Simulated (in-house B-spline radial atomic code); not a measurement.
# Ionising Rb VI (Rb5+) with different functionals

Computed with a B-spline radial code for spherical atoms: scalar-relativistic (spin-free X2C) Hamiltonian, Fermi nucleus of rms radius 4.2036 fm, spin-polarised at highest spin, spherical fractional occupations for the functionals, and exact exchange of hybrids averaged over the configuration. The ionisation energy is the difference of two self-consistent energies, [Ar] 3d10 4s2 4p2 → [Ar] 3d10 4s2 4p1, without Breit or QED terms; ε is the level of the shell that loses the electron (its least bound occupied spin orbital). There is no spin-orbit coupling in this Hamiltonian.

| method | rung | ΔSCF (eV) | -ε(4p) (eV) |
| --- | --- | --- | --- |
| PBE0 | global hybrid | 83.58 | 78.23 |
| B3LYP | global hybrid | 83.63 | 77.80 |
| TPSSh | global hybrid | 83.65 | 77.20 |
| M06-2X | global hybrid | ? | ? |
| BHandHLYP | global hybrid | 83.48 | 79.94 |
| r2SCAN0 | global hybrid | 83.88 | 78.63 |
| B97-1 | global hybrid | 83.45 | 77.80 |
| HSE06 | range-separated hybrid | 83.53 | 77.75 |
| wB97X | range-separated hybrid | 83.29 | 80.64 |
| CAM-B3LYP | range-separated hybrid | 83.62 | 79.71 |
| LC-wPBE | range-separated hybrid | ? | ? |

Question: What does M06-2X give?

Answer: ΔSCF 83.65 eV, and -ε(4p) = 80.31 eV.

Question: What does LC-wPBE give?

Answer: ΔSCF 83.66 eV, and -ε(4p) = 81.34 eV.

Question: Among the functionals, which spreads more, the ΔSCF values or the orbital energies?

Answer: The orbital energies: ΔSCF values span about 0.59 eV and the orbital energies 4.13 eV; here energy differences depend much less on the functional than eigenvalues do.

Question: How do they compare with the NIST value?

Answer: NIST lists 83 eV ± 2 (tabulated theory, ground level to ground level). Errors run from +0.39 to +0.98 eV; all lie within about twice that uncertainty, so the table can't rank the methods.
